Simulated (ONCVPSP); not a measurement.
## potassium: excitation energies, all-electron against ONCV

K, optimised norm-conserving Vanderbilt (ONCV), made with ONCVPSP 4.0.1 (LDA (Perdew-Zunger), scalar-relativistic). Core [Ne], reference 3s2 3p6 4s0.5 4p0.5. Waves: 3s+4s: rc 1.85 bohr, ncon 4, nbas 7, qcut 6.6 1/bohr, 2 projectors; 3p+4p: rc 2.15 bohr, ncon 4, nbas 8, qcut 5.5 1/bohr, 2 projectors; d scattering state at 0.2 Ha: rc 1.75 bohr, ncon 3, nbas 7, qcut 5.7 1/bohr, 2 projectors, debl 3.4 Ha; f scattering state at 0.4 Ha: rc 2.20 bohr, ncon 4, nbas 7, qcut 4.7 1/bohr, 1 projector. Local part: polynomial inside 1.55 bohr (lpopt 3, dvloc0 0 Ha). Core correction: none.

Energies are relative to the spin-unpolarised reference configuration 3s2 3p6 4s0.5 4p0.5; without spin polarisation the order of configurations can differ from experiment.

| valence configuration | charge | ΔE all-electron (eV) | error AE − PS (meV) |
| --- | --- | --- | --- |
| 3s2 3p6 4s1 4p0 | 0 | -0.803 | 0.0 |
| 3s2 3p6 4s0.5 4p0 | +0.5 | 0.907 | 0.0 |

**Question.** What are ΔE and the potential's error for 3s2 3p6 4s0 4p1?

**Answer.** ΔE = 0.828 eV all-electron; the error (AE − PS) is 0.0 meV.

**Question.** What are ΔE and the potential's error for 3s2 3p6 4s0 4p0?

**Answer.** ΔE = 3.604 eV all-electron; the error (AE − PS) is -0.1 meV.
